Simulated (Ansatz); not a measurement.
Geometry optimisation of Ca8O8⁺ (started as a model of: 1x4x4 CaO rock-salt block).

```yaml
crystal:
  periodic: [false, false, false]
  atoms:
    - {symbol: Ca, position_ang: [-0.174044, -3.148425, -3.132935]}
    - {symbol: O, position_ang: [-0.200789, -3.242042, -1.081303]}
    - {symbol: Ca, position_ang: [0.361198, -3.349580, 1.093237]}
    - {symbol: O, position_ang: [-0.368394, -3.179805, 3.019216]}
    - {symbol: O, position_ang: [-0.199490, -1.096839, -3.213967]}
    - {symbol: Ca, position_ang: [-0.346241, -0.970654, -0.939819]}
    - {symbol: O, position_ang: [0.500425, -1.081948, 1.120403]}
    - {symbol: Ca, position_ang: [-0.224538, -1.110753, 3.230319]}
    - {symbol: Ca, position_ang: [0.312510, 1.096611, -3.317543]}
    - {symbol: O, position_ang: [0.385195, 1.125159, -1.055852]}
    - {symbol: Ca, position_ang: [0.933527, 1.125293, 1.114565]}
    - {symbol: O, position_ang: [0.020257, 1.132158, 3.228044]}
    - {symbol: O, position_ang: [-0.312374, 3.064350, -3.172207]}
    - {symbol: Ca, position_ang: [-0.247277, 3.263098, -1.098209]}
    - {symbol: O, position_ang: [0.093221, 3.276493, 1.133312]}
    - {symbol: Ca, position_ang: [-0.533185, 3.096885, 3.072748]}
basis:
  gaussian: {orbitals: def2-SVP}
total_charge: 1
magnetization: {spin_polarized: true, initial_magnetization: 1}
hamiltonian: {xc: r2scan, dispersion: d4}
scf: {lower_state_search: "off"}
output: {orbitals: {seedname: orbitals}}
relax: {f_tol: 0.03, max_steps: 70}
```

```sh
$ ansatz run in.yaml --threads 4 --pin off --events-out ev --progress --plain --max-ram 6963MiB
```

It prints (some lines left out):

```
Functional definition: r2SCAN
mean field -163856.42122495 eV, -6021.6124141454 hartree, gradient 2.4e-6 eV, S^2 0.760198; 0 other end points of the search recorded, 0 dependent functions left out
relax step   1: F+E_penalty+E_count = -163856.65058129 eV  Δ(F+E_penalty+E_count) = +0.000e0 eV  max|allowed force component| = 1.317e0 eV/Å  Δτ_max = 0.0000 Å  (96 SCF iters, accepted)
mean field -163856.46041643 eV, -6021.6138544060 hartree, gradient 2.8e-6 eV, S^2 0.762536; 0 other end points of the search recorded, 0 dependent functions left out
relax step   2: F+E_penalty+E_count = -163856.68970235 eV  Δ(F+E_penalty+E_count) = -3.912e-2 eV  max|allowed force component| = 4.672e-1 eV/Å  Δτ_max = 0.1813 Å  (41 SCF iters, accepted)
mean field -163856.65908509 eV, -6021.6211553445 hartree, gradient 1.9e-6 eV, S^2 0.761613; 0 other end points of the search recorded, 0 dependent functions left out
relax step   3: F+E_penalty+E_count = -163856.88878086 eV  Δ(F+E_penalty+E_count) = -1.991e-1 eV  max|allowed force component| = 1.454e-1 eV/Å  Δτ_max = 0.1259 Å  (38 SCF iters, accepted)
mean field -163856.66802773 eV, -6021.6214839804 hartree, gradient 1.8e-6 eV, S^2 0.761934; 0 other end points of the search recorded, 0 dependent functions left out
relax step   4: F+E_penalty+E_count = -163856.89976570 eV  Δ(F+E_penalty+E_count) = -1.098e-2 eV  max|allowed force component| = 2.796e-1 eV/Å  Δτ_max = 0.2000 Å  (44 SCF iters, accepted)
mean field -163856.69407076 eV, -6021.6224410440 hartree, gradient 4.5e-6 eV, S^2 0.761916; 0 other end points of the search recorded, 0 dependent functions left out
relax step   5: F+E_penalty+E_count = -163856.92490251 eV  Δ(F+E_penalty+E_count) = -2.514e-2 eV  max|allowed force component| = 2.329e-2 eV/Å  Δτ_max = 0.1174 Å  (35 SCF iters, accepted)
mean field -163856.69664076 eV, -6021.6225354898 hartree, gradient 2.3e-6 eV, S^2 0.761975; 0 other end points of the search recorded, 0 dependent functions left out
relax step   6: F+E_penalty+E_count = -163856.92736351 eV  Δ(F+E_penalty+E_count) = -2.461e-3 eV  max|allowed force component| = 4.599e-2 eV/Å  Δτ_max = 0.0694 Å  (38 SCF iters, accepted)
mean field -163856.69790510 eV, -6021.6225819536 hartree, gradient 2.5e-6 eV, S^2 0.762018; 0 other end points of the search recorded, 0 dependent functions left out
relax step   7: F+E_penalty+E_count = -163856.92863249 eV  Δ(F+E_penalty+E_count) = -1.269e-3 eV  max|allowed force component| = 5.471e-2 eV/Å  Δτ_max = 0.0469 Å  (36 SCF iters, accepted)
mean field -163856.69892697 eV, -6021.6226195066 hartree, gradient 2.5e-6 eV, S^2 0.762023; 0 other end points of the search recorded, 0 dependent functions left out
relax step   8: F+E_penalty+E_count = -163856.92970863 eV  Δ(F+E_penalty+E_count) = -1.076e-3 eV  max|allowed force component| = 5.011e-2 eV/Å  Δτ_max = 0.0738 Å  (36 SCF iters, accepted)
mean field -163856.69964781 eV, -6021.6226459969 hartree, gradient 7.8e-6 eV, S^2 0.762014; 0 other end points of the search recorded, 0 dependent functions left out
relax step   9: F+E_penalty+E_count = -163856.93045399 eV  Δ(F+E_penalty+E_count) = -7.454e-4 eV  max|allowed force component| = 4.020e-2 eV/Å  Δτ_max = 0.0358 Å  (29 SCF iters, accepted)
mean field -163856.69982717 eV, -6021.6226525883 hartree, gradient 2.7e-6 eV, S^2 0.761992; 0 other end points of the search recorded, 0 dependent functions left out
relax step  10: F+E_penalty+E_count = -163856.93061456 eV  Δ(F+E_penalty+E_count) = -1.606e-4 eV  max|allowed force component| = 3.382e-2 eV/Å  Δτ_max = 0.0080 Å  (34 SCF iters, accepted)
mean field -163856.70029410 eV, -6021.6226697475 hartree, gradient 2.8e-6 eV, S^2 0.761965; 0 other end points of the search recorded, 0 dependent functions left out
relax step  11: F+E_penalty+E_count = -163856.93116719 eV  Δ(F+E_penalty+E_count) = -5.526e-4 eV  max|allowed force component| = 4.496e-3 eV/Å  Δτ_max = 0.0138 Å  (33 SCF iters, accepted)
Total energy: -163856.93126345 eV, -6021.6311577146 hartree
Atom 0 at     0.157894    -3.150049    -3.153550 Å, force     0.000937    -0.002158    -0.002681 eV/Å
Atom 1 at    -0.136594    -3.213320    -1.113847 Å, force    -0.000301    -0.001202     0.002966 eV/Å
Atom 2 at     0.386916    -3.280073     1.017133 Å, force     0.000063    -0.001480    -0.000810 eV/Å
Atom 3 at     0.000097    -3.104779     3.104798 Å, force    -0.000449     0.000162     0.000273 eV/Å
Atom 4 at    -0.142305    -1.111433    -3.219088 Å, force    -0.000123     0.003076    -0.000429 eV/Å
Atom 5 at    -0.745550    -1.025429    -1.029339 Å, force     0.001141     0.000787     0.001044 eV/Å
Atom 6 at     0.000278    -1.089470     1.093112 Å, force     0.001092     0.001772    -0.002282 eV/Å
Atom 7 at    -0.387096    -1.017298     3.283472 Å, force     0.000894     0.001144     0.001155 eV/Å
Atom 8 at     0.390025     1.017068    -3.285317 Å, force    -0.000294    -0.003668    -0.000871 eV/Å
Atom 9 at     0.016931     1.090735    -1.091767 Å, force    -0.001504    -0.002322     0.000911 eV/Å
Atom 10 at     0.756558     1.029450     1.033091 Å, force    -0.001637    -0.001138    -0.001326 eV/Å
Atom 11 at     0.140435     1.112511     3.220032 Å, force    -0.000545    -0.002957    -0.000094 eV/Å
Atom 12 at    -0.015663     3.100588    -3.108644 Å, force     0.000973     0.002748    -0.000181 eV/Å
Atom 13 at    -0.384598     3.278177    -1.017924 Å, force     0.000162     0.001247     0.003157 eV/Å
Atom 14 at     0.133644     3.214022     1.114946 Å, force     0.000085     0.000898    -0.004496 eV/Å
Atom 15 at    -0.170970     3.149303     3.152902 Å, force    -0.000493     0.003094     0.003665 eV/Å
Dipole moment:     0.005649     0.000243     0.001264 e Å
Checks for a lower state left out: stability, starts, cluster_reference, orbital_swaps, neighbouring_geometries, increment
```

It took 12 min on 4 threads of Arm Neoverse V2 on a shared host, peak host memory 1.2 GiB.
